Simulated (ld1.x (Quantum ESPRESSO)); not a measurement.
carbon: TM pseudisation with PBE, scalar-relativistic reference atom.

C (Z = 6), norm-conserving Troullier–Martins (Kleinman–Bylander form), made with ld1.x (Quantum ESPRESSO) 7.5 (PBE, scalar-relativistic). Core [He], reference 2s1.75 2p2.25. Waves: 2s (bound): rc 1.10 bohr; 2p (bound): rc 2.60 bohr. Local part: the p channel. Core correction: none.

Question: Estimate the cutoffs (Ry, on a coarse ladder) from which the occupation-weighted sum of valence levels, in a spherical-Bessel basis at the reference potential, stays within 10 and 1 mRy of its value at 400 Ry.

Answer: 35 Ry and 90 Ry.

Question: What does a ghost test show?

Answer: No extra level below or beside the all-electron valence levels (s, p, d, f tested).

Question: Which valence shell sets the plane-wave cutoff?

Answer: 2s: its level needs 80 Ry to come within 1 mRy, against 21 Ry for 2p.

Question: Tests: 2s2 2p2; 2s2 2p1; 2s2 2p0; 2s2 2p1.5; 2s1 2p2; 2s0 2p4; 2s1 2p3. Which has the largest error in its energy relative to the reference configuration, and how large is it?

Answer: 2s2 2p0, with +751 meV (all-electron minus pseudo) on +32.90 eV.
